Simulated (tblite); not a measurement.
CH12OSi5.
Atom-mapped SMILES: `[CH3:1][Si@@H:2]1[SiH2:3][SiH2:4][Si@H:5]([OH:6])[SiH2:7]1` (hydrogens: H8, H9, H10 on C1; H11 on Si2; H12, H13 on Si3; H14, H15 on Si4; H16 on Si5; H17 on O6; H18, H19 on Si7)

Geometry (GFN2-xTB, Å), atoms numbered from 1 in this order:
```
atom  x, y, z in Å
C1     2.4595   -0.5539    0.9713
Si2    1.5841    0.3626   -0.4555
Si3    0.1849    2.0126    0.4647
Si4   -2.0161    1.2399    0.2907
Si5   -1.8920   -0.9072   -0.6258
O6    -1.7498   -1.9960    0.5992
Si7    0.2059   -1.1498   -1.6045
H8     3.1613   -1.2965    0.6026
H9     3.0112    0.1282    1.6120
H10    1.7335   -1.0721    1.5922
H11    2.6747    0.9287   -1.2744
H12    0.3438    3.3019   -0.2235
H13    0.5436    2.3378    1.8543
H14   -2.8304    2.1285   -0.5502
H15   -2.7250    1.2733    1.5828
H16   -3.0872   -1.2978   -1.3965
H17   -2.4483   -2.1461    1.2293
H18    0.7167   -2.5256   -1.6535
H19    0.1196   -0.7592   -3.0227
```

Level: GFN2-xTB in tblite, geometry and Hessian alike; calculated harmonic values, unscaled, isolated species. The method is semi-empirical: single wavenumbers can be off by several per cent or more. Modes of hydrogen on silicon can be 10 to 20 % off. One conformer, not necessarily the lowest.

Harmonic wavenumbers (cm⁻¹): 26.4, 34.5, 121.3, 124.3, 128.0, 137.6, 160.4, 187.0, 204.0, 291.8, 306.6, 339.5, 352.2, 365.5, 381.5, 394.9, 437.4, 454.6, 467.2, 497.0, 510.7, 537.3, 566.0, 581.0, 604.2, 616.7, 625.7, 685.8, 730.8, 795.8, 805.9, 815.9, 820.6, 827.6, 839.7, 849.6, 1374.2, 1498.2, 1499.9, 2105.5, 2107.1, 2129.4, 2140.6, 2154.0, 2169.4, 2176.3, 2183.8, 3026.9, 3028.9, 3034.1, 3664.6.

A = 1114, B = 883.6, C = 622.0 MHz; mass 179.973 u (most abundant isotopes); point group C1, symmetry number 1.

Q: What is the zero-point energy?

A: ½Σν̃ = 25459 cm⁻¹ = 72.79 kcal/mol.

Q: Give the ideal-gas entropy at 500 K and 1 bar in the rigid-rotor, harmonic-oscillator model (classical rotation).

A: Translation 44.06, rotation 32.18, vibration 75.95: S = 152.2 cal/(mol K).

Q: And Cp and H(500 K) − H(0)?

A: Cp = 71.10 cal/(mol K), of which vibrations give 63.15 (their classical limit is 51 R = 101.3); H(500 K) − H(0) = 22.70 kcal/mol without the zero-point energy, 18.73 from vibrations.

Q: How do the functions run with temperature in this model?

A: 
```
 T (K)  S (cal/(mol K))  Cp (cal/(mol K))  H − H(0) (kcal/mol)  G − H(0) (kcal/mol)  ln q(vib)
   150             89.0              33.7                 3.03               -10.33       5.09
   250            110.2              49.6                 7.23               -20.31       9.28
298.15            119.4              55.4                 9.76               -25.83      11.30
   400            137.0              64.6                15.90               -38.92      15.48
   600            165.6              76.2                30.08               -69.30      23.02
   900            198.8              87.2                54.72              -124.18      32.72
```

q(vib) and H(0) count from the zero-point level.

Q: Which modes carry the vibrational entropy at 500 K?

A: 26.4 cm⁻¹: 7.11; 34.5 cm⁻¹: 6.58; 121.3 cm⁻¹: 4.09; 124.3 cm⁻¹: 4.04; 128.0 cm⁻¹: 3.98; 137.6 cm⁻¹: 3.84 cal/(mol K); the other 45 give 46.30 together.

Hindered rotation and anharmonicity are outside this model. Other conformers, if any are populated, would add a mixing term that is left out. The structure is chiral; the term R ln 2 for an equal mix with its mirror image is left out.
